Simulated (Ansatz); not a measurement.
A structure relaxed at r2SCAN-D4/def2-SVP in Ansatz, charge 0, singlet:

```
atom   x (Å)   y (Å)   z (Å)
 Si1   1.302   0.766  -0.149
 Te2  -0.324   1.795  -1.976
 Te3   0.261  -0.858  -1.965
 Te4  -0.310  -1.446   3.168
 Te5  -0.930  -0.257   0.923
```

(1) Give its formula.

(2) Summarise the bond lengths by kind (pairs closer than 1.2 times the sum of covalent radii, bridged metal pairs left out).

## Answers

(1) SiTe4.

(2) 3 × Si–Te 2.65 to 2.68 Å; 3 × Te–Te 2.61 to 3.18 Å.

In the def2 sets Te takes a core potential; there is no spin–orbit coupling. The restricted singlet is unstable towards broken spin symmetry at other levels; at r2SCAN-D4/def2-SVP this wasn't settled. Another isomer (singlet) lies 0.61 eV lower at PBE0-D4/def2-TZVP; other spin states weren't run for this one.
